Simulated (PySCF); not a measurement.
Job file and geometry (Å, from GFN2-xTB) of an NMR shielding run on `C/C(CF)=C(\C)CB(F)F`, C6H10BF3, PySCF, GIAO PBE0/pcSseg-1 NMR shielding, non-relativistic, gas phase; density fitting, a coarse starting grid and PySCF grid level 2 are the driver's defaults:

```
$ OMP_NUM_THREADS=1 python probes_run.py task.json out

{"job": {"kind": "nmr", "xc": "PBE0", "basis": "pcSseg-1"}, "charge": 0, "multiplicity": 1}
C     -1.782289     0.209060     1.341923
C     -0.859775    -0.238684     0.241407
C     -1.196889    -1.542648    -0.434095
F     -1.664720    -1.334706    -1.721576
C      0.193923     0.490456    -0.134643
C      0.569681     1.771478     0.549065
C      1.108138     0.090648    -1.280600
B      2.305626    -0.740286    -0.671849
F      3.399888    -0.179899    -0.195275
F      2.272175    -2.048878    -0.510210
H     -2.695794    -0.378628     1.343551
H     -1.303345     0.095275     2.315266
H     -2.050596     1.256076     1.219214
H     -1.993640    -2.073013     0.093984
H     -0.321791    -2.193397    -0.529020
H      1.633371     1.961539     0.430286
H      0.023300     2.606539     0.109375
H      0.339102     1.738141     1.610543
H      1.466527     1.001735    -1.759846
H      0.551962    -0.480130    -2.020536
```

Question: Write the output of this run.

Answer: 
```
coarse grid: 17064 points
cycle   1  E = -558.2987849609  dE =  1.138e+00  |g| = 7.968e-01  |ddm| = 3.995e+00
cycle   2  E = -558.2338243918  dE =  6.496e-02  |g| = 1.072e+00  |ddm| = 1.212e+00
cycle   3  E = -558.4100116328  dE = -1.762e-01  |g| = 8.104e-02  |ddm| = 6.967e-01
cycle   4  E = -558.4111880121  dE = -1.176e-03  |g| = 3.450e-02  |ddm| = 9.193e-02
cycle   5  E = -558.4114494629  dE = -2.615e-04  |g| = 8.748e-03  |ddm| = 4.055e-02
cycle   6  E = -558.4114629753  dE = -1.351e-05  |g| = 4.597e-03  |ddm| = 1.139e-02
cycle   7  E = -558.4114679209  dE = -4.946e-06  |g| = 7.307e-04  |ddm| = 4.091e-03
final grid: 166992 points
cycle   8  E = -558.4890525062  dE = -1.168e-04  |g| = 9.859e-03  |ddm| = 5.189e-02
cycle   9  E = -558.4890456318  dE =  6.874e-06  |g| = 1.156e-02  |ddm| = 2.070e-02
cycle  10  E = -558.4890760170  dE = -3.039e-05  |g| = 1.484e-03  |ddm| = 1.157e-02
cycle  11  E = -558.4890763473  dE = -3.303e-07  |g| = 3.740e-04  |ddm| = 1.480e-03
cycle  12  E = -558.4890763685  dE = -2.122e-08  |g| = 1.486e-04  |ddm| = 4.110e-04
cycle  13  E = -558.4890763734  dE = -4.889e-09  |g| = 5.029e-05  |ddm| = 1.715e-04
cycle  14  E = -558.4890763740  dE = -5.803e-10  |g| = 8.837e-06  |ddm| = 4.875e-05
converged SCF energy = -558.4890763740

GIAO shielding tensors (ppm)
atom      isotropic    diamagn.    paramagn.     s11        s22        s33       span
  0 C      163.296     247.922     -84.626    147.464    158.520    183.904     36.440
  1 C       50.895     264.090    -213.194    -57.737     60.254    150.169    207.906
  2 C       98.136     242.246    -144.109     70.103     85.583    138.723     68.621
  3 F      415.788     475.101     -59.313    354.892    407.015    485.456    130.563
  4 C       45.077     264.180    -219.103    -65.788     51.150    149.868    215.655
  5 C      163.480     249.133     -85.653    151.341    155.998    183.101     31.761
  6 C      163.109     254.081     -90.971    148.307    161.123    179.898     31.591
  7 B       74.458     194.000    -119.543     53.940     79.348     90.085     36.145
  8 F      240.089     467.215    -227.125     71.058    292.955    356.256    285.198
  9 F      247.354     468.638    -221.284     81.908    305.408    354.747    272.839
 10 H       29.997      30.287      -0.290     25.539     29.108     35.344      9.805
 11 H       29.629      30.587      -0.958     25.491     28.009     35.388      9.898
 12 H       29.572      30.879      -1.307     25.106     28.937     34.673      9.568
 13 H       26.845      30.113      -3.267     23.132     27.064     30.340      7.208
 14 H       26.059      31.229      -5.170     23.412     26.401     28.365      4.953
 15 H       29.984      31.295      -1.311     25.192     30.280     34.480      9.288
 16 H       29.635      30.288      -0.653     25.995     27.075     35.833      9.838
 17 H       29.837      32.127      -2.290     25.352     29.490     34.669      9.317
 18 H       30.079      31.558      -1.479     26.886     28.655     34.696      7.810
 19 H       28.891      32.348      -3.457     24.074     29.056     33.543      9.469
```

Size and cost of the density-fitted run: 220 basis functions, 84 s wall time on 1 thread of an Arm Neoverse N1, shared host; peak memory 1 GiB.
